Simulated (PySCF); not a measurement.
C2H6NO4S2 (charge -1).
Cartesian coordinates in Å at the GFN2-xTB level; atoms count from 1:
```xyz
15
C2H6NO4S2 angstrom
C     -2.180   -0.602   -0.342
S     -1.078    0.840   -0.192
O     -1.944    1.977    0.056
O     -0.328    0.930   -1.435
N     -0.170    0.584    1.083
S      0.975   -0.487    0.842
C      2.257    0.337   -0.155
O      1.604   -0.810    2.109
O      0.537   -1.652    0.088
H     -1.527   -1.464   -0.386
H     -2.767   -0.487   -1.244
H     -2.804   -0.614    0.541
H      1.751    0.701   -1.039
H      3.022   -0.391   -0.392
H      2.649    1.146    0.446
```

The closed-shell SCF was solved with PySCF and density fitting under several settings on one GFN2-xTB geometry (grid level 2 and gas phase unless stated).

| settings | basis functions | SCF cycles | E (Eh) | HOMO (eV) | LUMO (eV) |
| --- | --- | --- | --- | --- | --- |
| PBE0/pcSseg-1 | 197 | 15 | -1230.9803 | -3.42 | 5.42 |
| BLYP/IGLO-II, start guess sap, energy threshold 1e-07 Eh | 260 | 13 | -1231.8438 | -1.65 | 4.55 |
| wB97X/pcSseg-0, IEF-PCM dichloromethane, fitting basis def2-universal-jkfit, energy threshold 1e-11 Eh | 101 | 13 | -1229.4285 | -9.48 | 4.42 |
| B97-2/pcSseg-1, fitting basis def2-universal-jkfit | 197 | 11 | -1231.6176 | -3.13 | 5.43 |
| OPBE/6-31++G**, IEF-PCM chloroform | 206 | 17 | -1231.6208 | -5.35 | 0.21 |

Problem. Estimate the rows for these settings: (1) BHandHLYP/def2-SVPD, energy threshold 1e-06 Eh, level shift 0.1 Eh; (2) HSE06/3-21G.

Solution. 
```csv
settings,basis functions,SCF cycles,E (Eh),HOMO (eV),LUMO (eV)
"BHandHLYP/def2-SVPD, energy threshold 1e-06 Eh, level shift 0.1 Eh",254,8,-1231.0113,-5.15,4.25
HSE06/3-21G,101,16,-1224.4245,-2.50,5.95
```

Problem. Over all rows, what range does the HOMO–LUMO gap span?

Solution. From 5.56 eV (OPBE/6-31++G**, IEF-PCM chloroform) to 13.90 eV (wB97X/pcSseg-0, IEF-PCM dichloromethane, fitting basis def2-universal-jkfit, energy threshold 1e-11 Eh). The functional of the narrowest has no exact exchange, that of the widest range-separated exact exchange.

Cycle counts include a coarse-grid stage where the run had one. All basis functions are spherical, in the Pople sets too. One conformer (not necessarily the lowest) at the GFN2-xTB geometry, without vibrations or thermal averaging.
